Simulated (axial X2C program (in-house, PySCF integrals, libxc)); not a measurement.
**Spin–orbit effects down a group: molecules with Br (ions), HF**

Computed with an in-house all-electron X2C program for linear molecules (integrals from PySCF), spin-free (one-electron X2C) or two-component (2c: spin–orbit coupling with atomic mean-field Coulomb and Gaunt terms, which also bring small scalar terms), in Dyall basis sets with cores contracted in-house; open shells are unrestricted.

Basis sets: Br dyall-cv3z, C dyall-v3z, Ge dyall-cv3z, Pb dyall-cv3z, Si dyall-v3z, Sn dyall-cv3z.

```
molecule  spin-free state  Re (Å)  ωe (cm⁻¹)  De (eV)  2c state  Re 2c (Å)  ωe 2c (cm⁻¹)  De 2c (eV)
    CBr⁺   M_S = 0, Λ = 0   1.675     1042.4     3.55     Ω = 0      1.676        1040.1         n/a
   SiBr⁺   M_S = 0, Λ = 0   2.103      547.3     3.14     Ω = 0      2.104         546.4        2.98
   GeBr⁺   M_S = 0, Λ = 0   2.195      378.1     2.73     Ω = 0      2.196         377.3         n/a
   SnBr⁺   M_S = 0, Λ = 0   2.400      307.7     2.47     Ω = 0      2.401         306.9        1.98
   PbBr⁺   M_S = 0, Λ = 0   2.489      265.1     2.20     Ω = 0      2.484         263.8        1.03
```

Fragments in 2c: Br+ + C, Br + Si+, Br + Ge+, Sn+ + Br, Pb+ + Br. Each entry is the lowest single determinant of a limited PBE0 search at one distance. De goes to single-determinant-based atoms at the same level (for ions the charge split of lowest energy) and is withheld (n/a) where an atom does not fit its ground term or J level. Main or longest-lived isotopes. Some light 2c atoms are not at their ground J level, so De misses part of their lowering (0.04 eV or less).
